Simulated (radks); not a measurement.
Problem. These are the eigenvalues of the occupied orbitals of an atom or ion with whole-number occupations (hartree). Calculated with a radial shooting solver on a logarithmic mesh with Libxc functionals: scalar-relativistic Kohn-Sham, BLYP, spin-polarised, spherical densities, finite nucleus; Fermi nuclear charge, rms radius of each element as measured or else 0.836 A^(1/3) + 0.57 fm.

orbital  eigenvalue
1s up     -888.7850
1s down   -888.7840
2s up     -130.2714
2s down   -130.2582
2p up     -116.8695
2p down   -116.8593
3s up     -23.95314
3s down   -23.94569
3p up     -19.54970
3p down   -19.54134
3d up     -12.55273
3d down   -12.54039
4s up      -3.72719
4s down    -3.67278
4p up      -2.46363
4p down    -2.40708
4d up      -0.67914
4d down    -0.62176
5s up      -0.47657

Which element is it, and in what charge state? The configuration may be excited. Open shells, if any, are filled with parallel spins first.

Solution. Z = 46, palladium, charge +1: Pd+ in [Kr] 4d8 5s1. The list shows which subshells hold electrons but not how many an open one holds; the 1s level, -888.78 hartree, gives Z - s = 42.2 by -(Z - s)^2/2, which with screening and relativity narrows Z to a few neighbours, and the depths of the outer levels then fix element, charge and occupations together.
